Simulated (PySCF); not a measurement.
How methods differ on the ionisation energy of Ge

Ge [Ar] 3d10 4s2 4p2 (3P) → Ge+ [Ar] 3d10 4s2 4p1 (2P), as a difference of total energies. All numbers are calculated (PySCF 2.14, no relativity, point nucleus, in def2-SVP). Correlated levels: valence: [Ar] 3d10 frozen. The calculations carry no spin-orbit coupling.

```
           method  ionisation energy (eV)
              UHF                   7.448
             TPSS                   7.933
             BP86                   8.020
    MP2 (valence)                   7.685
SCS-MP2 (valence)                   7.621
   CCSD (valence)                   7.701
CCSD(T) (valence)                   7.710
```

Problem. How much does correlation contribute at CCSD(T) (valence)?

Solution. 7.710 − (7.448) = 0.262 eV, measured against UHF.

These non-relativistic numbers lack the scalar-relativistic shift.

Errors of the correlated levels include the incompleteness of this basis and the frozen core.

For comparison: 7.925 eV (measured; NIST levels, between the centres of gravity of the two terms).
